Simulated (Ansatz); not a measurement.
NbB7, relaxed as a singlet with RKS PBE-D4/def2-SVP in Ansatz, starting from the GFN2-xTB geometry. Force threshold 0.02 eV/Å.

In the def2 sets Nb takes a core potential; there is no spin–orbit coupling. The structure comes from a short search, and lower isomers may exist.

Start:

```xyz
8

Nb   -1.238    2.218   -3.071
B     0.220    0.486   -0.287
B    -0.411   -0.986    0.656
B    -0.884    0.839   -1.442
B     0.528   -1.493    1.786
B    -1.203   -0.339   -0.520
B     1.195    0.032    0.853
B     1.791   -0.757    2.025
```

Problem. Estimate the energy that the relaxation releases and the steps that it takes.

Solution. 128.6 kcal/mol, in 38 steps; 1.7 min on 2 threads of AMD EPYC 7R13 on a shared host. No frequencies were taken in this run, so the end may be a saddle point.

Problem. Does the start keep its bonding and symmetry?

Solution. Bonds lost: B2–B3, B3–B7 (atoms count from 1). Bonds formed: Nb1–B2, Nb1–B3, Nb1–B5, Nb1–B6, Nb1–B7, Nb1–B8 (atoms count from 1).

Problem. Predict the relaxed structure.

Solution. 
Cartesian coordinates in Å:
```
Nb 0.827 0.222 -1.123
B -0.854 1.006 0.130
B -0.511 -1.269 0.337
B -1.216 0.799 -1.438
B 0.905 -1.059 1.004
B -1.493 -0.534 -0.658
B 0.433 0.722 1.023
B 1.909 0.114 0.725
```
Bond lengths: 9 × B–B 1.57 to 1.84 Å; 7 × B–Nb 2.14 to 2.48 Å.
